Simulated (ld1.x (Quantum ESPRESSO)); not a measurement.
**Bi (Z = 83), PAW: configuration errors across variants**

- Element: Bi
- Generator: ld1.x (Quantum ESPRESSO) 7.5
- Type: PAW
- Functional: LDA (PZ)
- Relativity: scalar-relativistic
- Frozen core: [Kr] 4d10 4f14
- Valence charge: 23
- Reference configuration: 5s2 5p6 5d10 6s2 6p3
- Partial waves: 5s (bound): rcut 1.05, rcutus 1.45 bohr; 6s (bound): rcut 1.05, rcutus 1.45 bohr; 5p (bound): rcut 1.25, rcutus 1.40 bohr; 6p (bound): rcut 1.25, rcutus 1.40 bohr; 5d (bound): rcut 1.40, rcutus 1.85 bohr; 5d channel at 1.5 Ry: rcut 1.40, rcutus 1.85 bohr
- Local potential: all-electron potential smoothed inside 1.75 bohr (lloc = -2)
- Core correction: Bessel-smoothed model core, default radius (core density twice the valence density)
- Augmentation charge: BESSEL, radius 1.10 bohr

All-electron excitation energies from the reference (eV): (1) 5s2 5p6 5d10 6s2 6p2 8.154; (2) 5s2 5p6 5d10 6s2 6p1 23.719; (3) 5s2 5p6 5d10 6s2 6p0 47.434; (4) 5s2 5p6 5d9 6s2 6p4 24.123; (5) 5s2 5p5 5d10 6s2 6p3 103.336; (6) 5s2 5p6 5d10 6s1 6p4 10.177; (7) 5s2 5p6 5d10 6s2 6p3.3 -1.152; (8) 5s2 5p6 5d10 6s2 6p3 spin -1.024; (9) 5s2 5p6 5d10 6s2 6p2 spin 7.602.

Spin tests fill each open shell by Hund’s rule, majority spin first.

The overlap operator is not positive definite (basis up to 400 Ry) in “local potential all-electron potential smoothed inside 0.70 bohr (lloc = -2)”, “local potential all-electron potential smoothed inside 0.92 bohr (lloc = -2)”, “local potential all-electron potential smoothed inside 1.24 bohr (lloc = -2)”. Such files are unfit for use, however small their errors in these radial tests.

A true bound ghost makes a file unfit for plane-wave use even where its test errors are small: the radial tests pick states by their node count and pass the ghost by.

Errors AE − PS in meV (a dash: test not solved or not reliable):

| change | (1) | (2) | (3) | (4) | (5) | (6) | (7) | (8) | (9) | bound ghosts |
| --- | --- | --- | --- | --- | --- | --- | --- | --- | --- | --- |
| base | -3.4 | -9.8 | -20 | +7.6 | -129 | +8.7 | +0.4 | +0.4 | -3.0 | none |
| local potential all-electron potential smoothed inside 0.70 bohr (lloc = -2) | -3.6 | -13 | -31 | +19 | – | – | – | – | – | s (d not tested, overlap not positive) |
| local potential all-electron potential smoothed inside 0.92 bohr (lloc = -2) | -3.9 | -9.7 | -14 | -185 | -191 | -6.7 | +0.6 | +0.2 | -3.7 | s (d not tested, overlap not positive) |
| local potential all-electron potential smoothed inside 1.24 bohr (lloc = -2) | -3.0 | -5.4 | -4.4 | -1411 | – | – | – | – | – | not determined (overlap not positive) |
| local potential all-electron potential smoothed inside 1.46 bohr (lloc = -2) | -3.3 | -9.4 | -20 | +3.2 | -135 | +6.6 | +0.4 | +0.4 | -2.9 | none |
| local potential all-electron potential smoothed inside 1.84 bohr (lloc = -2) | -3.3 | -9.8 | -20 | +9.7 | -128 | +9.2 | +0.4 | +0.4 | -3.1 | none |
| local potential all-electron potential smoothed inside 2.14 bohr (lloc = -2) | – | – | – | – | – | – | – | – | – | none |

Q: Give the same row for: local potential all-electron potential smoothed inside 1.60 bohr (lloc = -2).

A: -3.4, -9.7, -20, +5.6, -131, +8.1, +0.4, +0.3, -2.9; bound ghosts: none.
